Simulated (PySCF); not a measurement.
Simulation results for AlBGeH2O

Calculation on a computer-drawn molecule: optimised geometry and harmonic frequencies of an isolated molecule of the commonest isotopes, restricted reference for singlets and unrestricted otherwise, frozen core in MP2; on germanium a core potential holds 10 electrons, which the energies leave out, and 3d is frozen in MP2 and coupled-cluster steps. Program: PySCF 2.14.0.

```json
{"formula": "AlBGeH2O", "start_structure": {"atoms_angstrom": [["B", -2.167, 0.5909, 0.8023], ["Ge", -0.2607, -0.4506, 0.5052], ["Al", 1.4359, 0.9576, -0.648], ["O", 2.4688, 1.8923, -1.3794], ["H", -0.4591, -1.7077, -0.353], ["H", 0.344, -0.8694, 1.8525]]}, "given": {"charge": 0, "multiplicity": 1, "method": "MP2", "basis": "cc-pV(D+d)Z", "basis_and_core_potential_on_germanium": "cc-pVDZ-PP ECP10MDF", "drawn_bonds_atom": [1, 2, 3, 2, 2], "drawn_bonds_other_atom": [2, 3, 4, 5, 6], "drawn_bonds_order": [1, 1, 2, 1, 1]}, "results": {"optimised_atom_element": ["B", "Ge", "Al", "O", "H", "H"], "optimised_atom_x [angstrom]": [-2.162, -0.2642, 1.439, 2.48, -0.467, 0.3366], "optimised_atom_y [angstrom]": [0.6094, -0.4582, 0.9364, 1.939, -1.726, -0.8867], "optimised_atom_z [angstrom]": [0.7939, 0.5091, -0.641, -1.401, -0.3447, 1.863], "modes_frequency [cm^-1]": [69.8, 123.6, 139.2, 237.3, 273.4, 479.6, 533.3, 541.9, 865.6, 1027, 2141, 2152], "modes_reduced_mass [dalton]": [12.48, 8.172, 16.98, 1.231, 24.67, 11.06, 1.047, 1.064, 1.023, 19.18, 1.016, 1.024], "rotational_constants [GHz]": [11.86, 1.505, 1.358], "total_energy [hartree]": -636.2626, "convergence_status_largest_gradient_component [hartree/bohr]": 4.267e-05}}
```
